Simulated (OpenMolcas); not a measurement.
**Se I: effect of the active space**

```yaml
Program: OpenMolcas
Method: CASSCF or its RAS form
Basis: ANO-RCC-VQZP
Scalar_Hamiltonian: DKH2, point nucleus
Spin-orbit_coupling: state interaction with AMFI integrals over the reference wave functions, term energies averaged over their components
```

A. 4 electrons in 3 orbitals (4p); 2S+1 = 3 even, 3 roots; 2S+1 = 1 even, 6 roots; cost roughly 3 core-seconds
B. 6 electrons in 4 orbitals (4s 4p); 2S+1 = 3 even, 3 roots; 2S+1 = 1 even, 6 roots; cost roughly 8 core-seconds
C. 6 electrons in 8 orbitals (4s 4p 5s 5p); 2S+1 = 3 even, 3 roots; 2S+1 = 1 even, 6 roots; cost about 24 core-seconds
D. 4 electrons in 9 orbitals (RAS2 4p; RAS3 4d 5s, at most 1 electron); 2S+1 = 3 even, 3 roots; 2S+1 = 1 even, 6 roots; 2S+1 = 5 odd, 6 roots; 2S+1 = 3 odd, 1 root; 2S+1 = 1 odd, 5 roots (0 in the spin-orbit step); cost of the order of 24 core-seconds
E. 6 electrons in 9 orbitals (RAS2 4s 4p; RAS3 4d, at most 2 electrons); 2S+1 = 3 even, 3 roots; 2S+1 = 1 even, 6 roots; 2S+1 = 3 odd, 3 roots; cost about 25 core-seconds

Energies in cm⁻¹ above 4s² 4p⁴ ³P₂, the measured ground level; measured values from NIST Handbook of Basic Atomic Spectroscopic Data.

```json
{"Level": "4s² 4p⁴ ³P₂", "A": "0.0", "B": "0.0", "C": "0.0", "D": "0.0", "E": "0.0", "Measured": "0.0"}
{"Level": "4s² 4p⁴ ³P₁", "A": "1825", "B": "1825", "C": "1767", "D": "1825", "E": "1796", "Measured": "1989"}
{"Level": "4s² 4p⁴ ³P₀", "A": "2446", "B": "2382", "C": "2278", "D": "2446", "E": "2376", "Measured": "2534"}
{"Level": "4s² 4p⁴ ¹D₂", "A": "11800", "B": "11798", "C": "11523", "D": "11800", "E": "11195", "Measured": "9576"}
{"Level": "4s² 4p⁴ ¹S₀", "A": "27815", "B": "21810", "C": "20888", "D": "27815", "E": "23900", "Measured": "22446"}
```

Deviations, from unrounded energies. A percentage is the sum of absolute deviations over the sum of measured energies, with the sign that they share, or ± where signs differ.

```
                        Against measurement  Levels      A     B      C      D     E
             mean absolute deviation (cm-1)       4   2000   790   1000   2000   860
      fine structure of the ground term (%)       2   -5.6  -7.0  -10.6   -5.6  -7.8
other terms of the ground configuration (%)       2  +23.7  ±8.9  ±10.9  +23.7  +9.6
```

B lies closest to measurement on these levels and D furthest from it. The largest miss of B in the table is 4s² 4p⁴ ¹D₂, by +2200 cm-1. The ranking rests on the paired levels alone, and a cruder setting can come out closer through cancelling errors.

Among A to E the level of the table that moves most is 4s² 4p⁴ ¹S₀, by 6900 cm-1 (lowest in C, highest in D).

Without dynamic correlation excited terms often stand tens of per cent too high (terms of higher spin than the ground term too low), and those without a measured partner can miss by more than the paired ones. With the s shell closed, the reference lacks s² → p² mixing (holds for A; D). Active for correlation alone: 5p 5s; no level in the range computed is led by a configuration that fills them, so any true level of that kind is missing (holds for C). Some high roots are left out of the spin-orbit mixing, which shifts the levels that they would mix with (holds for D). Active for correlation alone: 4d; no level in the range computed is led by a configuration that fills it, so any true level of that kind is missing (holds for E). Measured partners are found by configuration, term and J. A level has none where our copy of the source lacks it or the pairing is in doubt (some pairs that miss far off the trend of their configuration count as doubtful), and it then counts in no deviation. Only configurations of the active space appear. The table leaves out levels that lie high or whose names do not pair safely across all columns.
